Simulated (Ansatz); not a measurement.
Compare A (`C=[C]([SiH3])[GaH2]`) with its isomer B (`C[CH]1[SiH2][GaH]1`).

Program: Ansatz. Geometries: PBE0-D4/def2-TZVP. ΔE: electronic, gas phase. CCSD(T)/CBS is the MP2 limit (def2-TZVPP, def2-QZVPP) plus CCSD(T) − MP2 in def2-TZVPP, frozen cores. Functionals use def2-TZVPP. B3LYP here is the variant with VWN-RPA as its local correlation; programs differ in this. For Ga outer-core shells are correlated without core-valence functions, which leaves a few kJ/mol of doubt a bond. Scalar relativity is left out up to krypton.

A:

```xyz
11

C     0.259    1.450    0.581
C     0.112    0.229    0.050
Si   -1.394   -0.791    0.431
Ga    1.553   -0.395   -1.127
H     1.129    2.075    0.379
H    -0.482    1.895    1.248
H    -1.001   -2.075    1.075
H    -2.122   -1.130   -0.823
H    -2.314   -0.052    1.342
H     2.755    0.596   -1.340
H     1.504   -1.804   -1.816
```

B:

Z-matrix (Å, degrees):
```
C
C 1 1.513
H 1 1.096 2 111.8
H 1 1.093 2 111.1 3 119.5
H 1 1.094 2 111.9 3 -120.8
Si 2 1.897 1 126.2 3 -71.4
Ga 2 2.010 1 134.9 3 -173.5
H 2 1.105 1 111.8 3 60.3
H 6 1.491 2 111.3 1 -32.1
H 6 1.491 2 121.6 1 99.2
H 7 1.555 2 141.0 1 -52.8
```

Which is lower in electronic energy at CCSD(T)/CBS, and by how much? (Best estimate.)

Computed: A, by 48.0 kJ/mol.

Give E(B) − E(A) in kJ/mol with r2SCAN-D4, CCSD/def2-TZVPP, MP2/def2-TZVPP, CCSD(T)/def2-TZVPP, PBE0-D4, ωB97M-V, B3LYP-D4. (Best estimate.)

Computed: r2SCAN-D4 32.9, CCSD/def2-TZVPP 54.9, MP2/def2-TZVPP 46.4, CCSD(T)/def2-TZVPP 51.3, PBE0-D4 24.7, ωB97M-V 47.6, B3LYP-D4 54.5. None reverses the order clearly.

Largest T1 diagnostic: 0.013.

From PBE to PBE0 (25 % exact exchange), in def2-TZVPP and without D4, E(B) − E(A) moves by +3.9 kJ/mol. In def2-TZVPP, CCSD(T) changes the Hartree–Fock value by −41.3 kJ/mol (the triples alone add −3.5 kJ/mol) and MP2 by −46.2 kJ/mol.
